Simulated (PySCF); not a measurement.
BrH₃SiTe, SMILES Br[Te][SiH3].

The structure is a stationary point at PBE-D3(BJ)/def2-SVP. The structure was generated by enumeration, and PubChem lists no compound with its InChIKey, so it may never have been made. The def2 effective core potentials stand for the cores of Te; spin–orbit coupling is left out.

Two levels are set side by side: PBE/def2-TZVPD (PySCF) and PBE0/def2-TZVPD (PySCF). Same geometry, gas phase. Differences are taken from unrounded values.

| quantity | PBE0 | PBE | PBE minus PBE0 |
|---|---|---|---|
| orbital gap (eV) | 3.61 | 1.77 | -1.84 |
| highest occupied level (eV) | -6.61 | -5.56 | 1.05 |
| lowest empty level (eV) | -3.00 | -3.79 | -0.78 |
| dipole moment (D) | 1.94 | 1.77 | -0.17 |
| mean polarisability (bohr³) | 96.6 | 99.8 | 3.2 |

PBE's occupied levels lie high since its potential decays too fast outside the molecule; exact exchange lowers them and widens the gap. PBE's more diffuse valence density responds more strongly to a field. Differences between two approximate levels are no errors against the true value.

Rough cost on one machine, each run with all the roots and properties that it gave: PBE0 against PBE within a factor of 2.
